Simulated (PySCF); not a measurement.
[Ag(NH3)4]2+ (charge +2 and doublet state).
Cartesian coordinates in Å at the PBE0-D3(BJ)/def2-SVP level; atoms count from 1:
```xyz
17
AgH12N4 angstrom
Ag     0.001    0.002    0.001
N      2.225   -0.016   -0.048
H      2.634    0.178    0.872
H      2.610    0.683   -0.691
H      2.622   -0.910   -0.351
N      0.008    2.226    0.031
H     -0.135    2.625   -0.903
H      0.882    2.627    0.382
H     -0.727    2.617    0.629
N     -2.224    0.013   -0.005
H     -2.620   -0.681   -0.646
H     -2.630    0.909   -0.292
H     -2.614   -0.190    0.921
N     -0.009   -2.223    0.022
H      0.146   -2.619   -0.911
H     -0.888   -2.625    0.359
H      0.718   -2.616    0.629
```

Method: PBE0-D3(BJ)/def2-SVP geometry optimisation, gas phase, def2 core potentials past Kr in PySCF.

(1) Which atoms are bound to Ag1, and at what distances?

(2) List the angles at Ag1.

(3) What is the shape at Ag1?

(4) What are the other bond lengths?

## Answers

(1) 4 atoms: N6 2.225 Å, N14 2.225 Å, N10 2.225 Å, N2 2.225 Å. The nearest atom not counted as bound is H7, at 2.78 Å (others tie with it).

(2) 
| angle | degrees | distance of the outer atoms (Å) |
| --- | --- | --- |
| N6–Ag1–N14 | 178.7 | 4.45 |
| N2–Ag1–N10 | 178.6 | 4.45 |
| N2–Ag1–N6 | 90.3 | 3.15 |
| N10–Ag1–N14 | 90.1 | 3.15 |
| N6–Ag1–N10 | 89.9 | 3.14 |
| N2–Ag1–N14 | 89.8 | 3.14 |

(3) Square planar: angles from 89.8° to 178.7°; τ4 = (360° − α − β)/141° = 0.02 with α and β the two widest (0 for a square, 1 for a tetrahedron).

(4) N2–H3 and 11 like bonds 1.025 Å.

Charge +2, doublet. ⟨S²⟩ = 0.754 (exact for a doublet: 0.75). No counter-ion or solvent screens the charge of this multiply charged ion. Stationary, but not proved a minimum.

Time: 42 s of wall time. Hardware: x86-64 server, one thread (shared host). These figures are those of the optimisation.

Neither the SCF state along the optimisation nor the shape of the open-shell metal species was proved the lowest: other solutions of the same spin, or a structure of lower symmetry, can lie below.
